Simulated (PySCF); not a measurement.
Isomers of C5H11FSi, mass 118.061 u with the commonest isotopes. Method used: CAM-B3LYP/def2-SVPD in PySCF (dipole) on a GFN2-xTB geometry, gas phase. One conformer each, none proved a minimum here; rigid rotors.

Question: Order these by rotational constant B, smallest first.
A. `[CH3:1][CH:2]([CH3:3])[SiH2:4]/[CH:5]=[CH:6]\[F:7]` with C1–C2–Si4–C5 -179°, C2–Si4–C5–C6 57°
B. `[CH3:1]/[C:2]([F:3])=[C:4](/[CH3:5])[CH2:6][SiH3:7]` with C2–C4–C6–Si7 92°
C. `[CH3:1][CH2:2]/[CH:3]=[CH:4]/[CH2:5][SiH2:6][F:7]` with C1–C2–C3–C4 115°, C3–C4–C5–Si6 -112°, C4–C5–Si6–F7 -179°

Answer: C (627.1 MHz), A (1237 MHz), B (1322 MHz).

Question: Order these by rotational constant C, largest first.
A. `[CH3:1]/[C:2]([F:3])=[C:4](/[CH3:5])[CH2:6][SiH3:7]` with C2–C4–C6–Si7 92°
B. `[CH3:1][CH2:2]/[CH:3]=[CH:4]/[CH2:5][SiH2:6][F:7]` with C1–C2–C3–C4 115°, C3–C4–C5–Si6 -112°, C4–C5–Si6–F7 -179°
C. `[CH3:1][CH:2]([CH3:3])[SiH2:4]/[CH:5]=[CH:6]\[F:7]` with C1–C2–Si4–C5 -179°, C2–Si4–C5–C6 57°

Answer: C (1156 MHz), A (1055 MHz), B (613.1 MHz).

Question: Order these by dipole moment, smallest first.
A. `[CH3:1][CH2:2]/[CH:3]=[CH:4]/[CH2:5][SiH2:6][F:7]` with C1–C2–C3–C4 115°, C3–C4–C5–Si6 -112°, C4–C5–Si6–F7 -179°
B. `[CH3:1]/[C:2]([F:3])=[C:4](/[CH3:5])[CH2:6][SiH3:7]` with C2–C4–C6–Si7 92°
C. `[CH3:1][CH:2]([CH3:3])[SiH2:4]/[CH:5]=[CH:6]\[F:7]` with C1–C2–Si4–C5 -179°, C2–Si4–C5–C6 57°

Answer: C (1.15 D), B (1.65 D), A (2.11 D).

```tsv
SMILES	point group	Ia (u·Å²)	Ib (u·Å²)	Ic (u·Å²)	κ	μa (D)	μb (D)	μc (D)
CC/C=C/C[SiH2]F	C1	53.13	805.84	824.27	-1.00	2.04	0.47	0.29
CC(C)[SiH2]/C=C\F	C1	158.45	408.56	437.02	-0.92	0.29	0.19	1.09
C/C(F)=C(/C)C[SiH3]	C1	164.60	382.29	479.14	-0.73	1.20	0.54	0.99
```
